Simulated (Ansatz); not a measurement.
Species: C$_{5}$H$_{4}$FN, SMILES `Fc1ccncc1` (charge 0, multiplicity 1).

Question: Give a relaxed geometry from B3LYP-D3(BJ)/def2-SVP (Ansatz, a program for electronic structure).

Answer: the end point of this relaxation (outside a Z-matrix the atoms follow the SMILES, hydrogens last).
Z-matrix (Å, degrees):
```
C
F 1 1.3345
C 1 1.3917 2 119.84
H 3 1.0909 1 120.73 2 0.00
C 1 1.3917 2 119.84 3 180.00
H 5 1.0910 1 120.73 2 0.00
C 5 1.3982 6 122.10 1 -180.00
N 7 1.3352 5 123.86 6 180.00
C 8 1.3352 7 117.62 5 0.00
H 9 1.0959 8 116.67 7 180.00
H 7 1.0959 8 116.67 9 180.00
```
